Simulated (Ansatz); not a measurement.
Total energies of the cluster Co₂Si₅ (the lowest singlet isomer of a short search) from Ansatz at LDA (SPW92)/def2-TZVP, gas phase (1 Eh = 27.2114 eV = 2625.5 kJ/mol). The reference geometry is relaxed at PBE-D4/def2-SVP.

```xyz
7

Co   -0.601    1.099    0.682
Co    1.136    0.415   -0.756
Si    0.891   -1.728   -0.233
Si   -1.028   -0.973    1.353
Si   -0.542    1.656   -1.442
Si   -1.095   -0.577   -1.051
Si    1.241    0.108    1.448
```

```tsv
state	geometry	energy (Eh)
charge 0 singlet	reference	-4202.40431
charge 0 triplet	relaxed at PBE-D4/def2-SVP	-4202.39083
charge 0 quintet	relaxed at PBE-D4/def2-SVP	-4202.37203
```

(1) Which of the charge 0 states is lowest, and how far above it are the others?

(1) The singlet. triplet: -4202.39083 − (-4202.40431) = 0.01348 Eh = 35.4 kJ/mol; quintet: -4202.37203 − (-4202.40431) = 0.03228 Eh = 84.8 kJ/mol.

The restricted singlet is unstable towards broken spin symmetry in Hartree–Fock (as tested in another run); at LDA (SPW92)/def2-TZVP this wasn't settled. At LDA (SPW92)/def2-TZVP the gap within one spin of the charge 0 triplet nearly closes, so an electron or hole may be smeared out by delocalisation error.

The structure comes from a short search, and lower isomers may exist.
